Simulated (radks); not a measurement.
Excited configurations of Ta+: one electron is placed in a higher orbital outside [Xe] 4f14 5d3. The ground configuration is [Xe] 4f14 5d3 6s1. All-electron calculation, scalar-relativistic Kohn-Sham, PBE, spin-polarised, spherical densities, point nucleus; open shells are filled with parallel spins first (spin-orbit coupling, left out, can overturn this in heavy ions). Program: a radial shooting solver on a logarithmic mesh with Libxc functionals. Excitation = E - E(ground); binding = E(ion) - E, where the ion is the core of charge +2; n* = 2/sqrt(2 binding) in atomic units, and the quantum defect is n - n*.

outer orbital,excitation (eV),binding (eV),quantum defect,<r> (bohr)
5f,11.980,3.712,1.171,8.188
6p,5.349,10.342,3.706,3.882
6d,10.306,5.386,2.821,6.545
6f,13.128,2.563,1.392,13.84
7s,9.167,6.524,4.112,6.639
7p,10.614,5.077,3.726,8.115
7d,12.392,3.299,2.938,11.80
7f,13.859,1.832,1.550,20.87

The Delta-SCF ionisation energy is 15.691 eV (NIST Atomic Spectra Database: 16.2 eV, semi-empirical). Self-interaction in the functional shifts the binding energies and quantum defects, so they are the method's values and not measured ones. Open shells are spherical and high-spin; term and fine-structure splittings are not resolved. Spin-orbit splitting is averaged out at the scalar-relativistic level.
